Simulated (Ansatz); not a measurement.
Geometry optimisation, Ansatz, DFT PBEsol, scalar-relativistic, plane waves, PAW.

Input file:

```yaml
crystal:
  lattice:
    - [5.32, 0.0, 0.0]
    - [3.99, 6.910883, 0.0]
    - [0.0, 0.0, 15.93696]
  atoms:
    - { symbol: Zn, position: [0.0, 0.0, 0.0627472] }
    - { symbol: Zn, position: [0.5, 0.0, 0.0627472] }
    - { symbol: Zn, position: [0.0, 0.3333333, 0.0627472] }
    - { symbol: Zn, position: [0.5, 0.3333333, 0.0627472] }
    - { symbol: Zn, position: [0.0, 0.6666667, 0.0627472] }
    - { symbol: Zn, position: [0.5, 0.6666667, 0.0627472] }
    - { symbol: Zn, position: [-0.1666667, 0.2222222, 0.2176375] }
    - { symbol: Zn, position: [0.3333333, 0.2222222, 0.2176375] }
    - { symbol: Zn, position: [-0.1666667, 0.5555556, 0.2176375] }
    - { symbol: Zn, position: [0.3333333, 0.5555556, 0.2176375] }
    - { symbol: Zn, position: [-0.1666667, 0.8888889, 0.2176375] }
    - { symbol: Zn, position: [0.3333333, 0.8888889, 0.2176375] }
    - { symbol: Zn, position: [0.0, 0.0, 0.3725278] }
    - { symbol: Zn, position: [0.5, 0.0, 0.3725278] }
    - { symbol: Zn, position: [0.0, 0.3333333, 0.3725278] }
    - { symbol: Zn, position: [0.5, 0.3333333, 0.3725278] }
    - { symbol: Zn, position: [0.0, 0.6666667, 0.3725278] }
    - { symbol: Zn, position: [0.5, 0.6666667, 0.3725278] }
    - { symbol: Br, position: [0.1369817, 0.7866258, 0.4980222] }
basis:
  ecutwfc: 420.0
kpoints:
  mp_grid: { grid: [4, 3, 1] }
hamiltonian:
  xc: pbesol
scf:
  occupations: { method: gaussian, width: 0.05 }
  lower_state_search: "off"
relax:
  f_tol: 0.03
  max_steps: 60
  adjacent_minimum: "off"
  constraints: [{ sites: [0, 1, 2, 3, 4, 5] }]
output:
  write_density: true
  write_potential: true
  elf: true
  volumetric_format: npy
```

Command:

```bash
$ ansatz run input.yaml --threads 4 --pin off --max-ram 10240MiB --backend cpu --events-out ev --progress --plain --runs-dir out
```

Where does it end, and by what steps?

The run converged. Limits of this set-up: thin slab, slab without dipole correction, odd electron count without spin, open-shell adsorbate without spin, a typed lattice constant that wasn't relaxed here. After 4 steps the energy has fallen by 0.400 eV; Zn14 moved furthest, 0.39 Å.

| step | energy less start (eV) | largest force component (eV/Å) | accepted |
| --- | --- | --- | --- |
| 0 | 0.0000 | 1.430 | yes |
| 1 | -0.2975 | 0.415 | yes |
| 2 | -0.3939 | 0.083 | yes |
| 3 | -0.3950 | 0.087 | yes |
| 4 | -0.4000 | 0.029 | yes |

```xyz
19
Lattice="5.3200 0.0000 0.0000 3.9900 6.9109 0.0000 0.0000 0.0000 15.9370" Properties=species:S:1:pos:R:3
Zn 0.000 0.000 1.000
Zn 2.660 0.000 1.000
Zn 1.330 2.304 1.000
Zn 3.990 2.304 1.000
Zn 2.660 4.607 1.000
Zn 5.320 4.607 1.000
Zn -0.004 1.530 3.296
Zn 2.650 1.536 3.298
Zn 1.324 3.826 3.269
Zn 3.985 3.855 3.462
Zn 2.672 6.137 3.400
Zn 5.293 6.127 3.381
Zn -0.006 0.078 5.707
Zn 2.643 0.019 5.545
Zn 1.328 2.300 5.708
Zn 3.970 2.285 5.647
Zn 2.590 4.577 5.763
Zn 5.366 4.581 5.769
Br 3.963 5.363 7.874
```

Whether the end is a true minimum wasn't checked by a vibrational analysis.

The run took 48 s on 4 threads of INTEL(R) XEON(R) PLATINUM 8581C CPU @ 2.10GHz (Emerald Rapids), with other jobs on the host, peak memory 2.1 GiB.
